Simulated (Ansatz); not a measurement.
BSb₂⁻. The state is a triplet with charge -1. Geometry PBE-D4/def2-TZVPD; atoms count from 1.

```xyz
3

B    -0.0005   -0.0015   -0.0010
Sb   -1.8011    0.9016   -0.4837
Sb    1.8016   -0.9001    0.4847
```

In the def2 sets Sb takes a core potential; there is no spin–orbit coupling. The charge -1 triplet is spin-contaminated (final ⟨S²⟩ up to 2.13, 2.00 for a pure state). The structure comes from a short search, and lower isomers may exist.

Question: Estimate the Mulliken populations from the PBE0/def2-TZVPD orbitals of Ansatz.

Answer: 
```json
{"atom": "B1", "charge (e)": "-0.20", "spin (α − β)": "-0.98"}
{"atom": "Sb2", "charge (e)": "-0.40", "spin (α − β)": "1.49"}
{"atom": "Sb3", "charge (e)": "-0.40", "spin (α − β)": "1.49"}
```
Mulliken values and Mayer orders depend strongly on the basis. With diffuse functions, as here, like atoms can get unlike values, and bond orders can come out too low or too high.

Question: Where does the spin sit?

Answer: Summed by element: B -0.98, Sb 2.98, of 2 unpaired in all. Largest on single atoms: Sb2 1.49, Sb3 1.49, B1 -0.98.

Question: And the Mayer bond orders between bonded heavy atoms (over 0.3)?

Answer: B1–Sb2 1.45 (2.07 Å); B1–Sb3 1.45 (2.07 Å). Values over 0.3 also appear between atoms too far apart for a bond (Sb2–Sb3 0.43 at 4.14 Å); they arise where an orbital or an unpaired electron spreads over both atoms.
